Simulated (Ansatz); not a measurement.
MgSi₃. Total charge 0; singlet. Geometry r2SCAN-D4/def2-TZVP; atoms count from 1.

```xyz
4

Mg    0.227   -0.782    1.937
Si   -1.226   -0.483   -0.158
Si    1.205    0.556   -0.024
Si   -0.206    0.709   -1.756
```

The structure comes from a short search, and lower isomers may exist.

Question: Estimate the Mulliken populations from the PBE0/def2-TZVP orbitals of Ansatz.

Answer: 
| atom | charge (e) |
| --- | --- |
| Mg1 | 0.38 |
| Si2 | -0.14 |
| Si3 | -0.14 |
| Si4 | -0.10 |
Mulliken values and Mayer orders depend strongly on the basis.

Question: And the Mayer bond orders between bonded heavy atoms (over 0.3)?

Answer: Mg1–Si2 0.73 (2.57 Å); Mg1–Si3 0.73 (2.57 Å); Si2–Si3 1.02 (2.65 Å); Si2–Si4 1.35 (2.24 Å); Si3–Si4 1.35 (2.24 Å). Values over 0.3 also appear between atoms too far apart for a bond (Mg1–Si4 0.42 at 4.01 Å); they arise where an orbital or an unpaired electron spreads over both atoms.
